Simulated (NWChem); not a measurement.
MgHSCl; SMILES [Mg]([Cl])[SH]

```xyz
4

Mg     0.0120    -0.0388     0.0000
Cl     0.0140    -2.2395     0.0000
S      0.0570     2.2611     0.0000
H     -1.2929     2.3599     0.0000
```
Atoms are numbered in this order, from 1.

Results from NWChem. Coordinates come from a PBE0/def2-SVP optimisation. Ions are spin-unrestricted doublets at the neutral geometry; other ion states weren't tried.

### Question
What does the run give for PBE0/def2-SVP? Quantities: vertical ionisation energy, ΔSCF (eV); −ε(HOMO) (eV).

### Answer
The vertical ionisation energy, ΔSCF (eV) is 9.80 and the −ε(HOMO) (eV) is 7.34.
